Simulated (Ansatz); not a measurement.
Reaction (formal exchange of groups at a Ga–Cl bond): `[Cl][Ga]([Br])[Br]` + `BrC(Br)Br` → `[Br][Ga]([Br])[Br]` + `ClC(Br)Br`

Calculated with Ansatz (gas phase, PBE0-D4/def2-TZVP geometries, no zero-point term in ΔE). CCSD(T)/CBS is the MP2 limit (def2-TZVPP, def2-QZVPP) plus CCSD(T) − MP2 in def2-TZVPP, frozen cores. DFT in def2-TZVPP. For Br, Ga outer-core shells are correlated without core-valence functions, which leaves a few kJ/mol of doubt a bond. Scalar relativity is left out up to krypton.

(1) Is it downhill or uphill in electronic energy at CCSD(T)/CBS, and by how much? (An estimate is asked.)

(2) What do these levels give: r2SCAN-D4, r2SCANh-D4, PBE-QIDH, r2SCAN, HF/def2-SVP, CCSD/def2-TZVPP? (Estimate.)

Largest T1 diagnostic among the species: 0.009.

Results:

(1) Computed: Downhill: ΔE = -6.6 kJ/mol.

(2) The calculation gave: r2SCAN-D4 -8.2, r2SCANh-D4 -9.0, PBE-QIDH -7.8, r2SCAN -8.3, HF/def2-SVP -5.3, CCSD/def2-TZVPP -5.2 kJ/mol.

Leaving LDA and LC-ωPBE aside and taking each functional with its dispersion term where it has one, the values, not all of them listed here, spread over 5.6 kJ/mol, from PBE0-D4 to B97M-V. In def2-TZVPP, CCSD(T) changes the Hartree–Fock value by +5.1 kJ/mol (the triples alone add +0.4 kJ/mol) and MP2 by +6.4 kJ/mol.
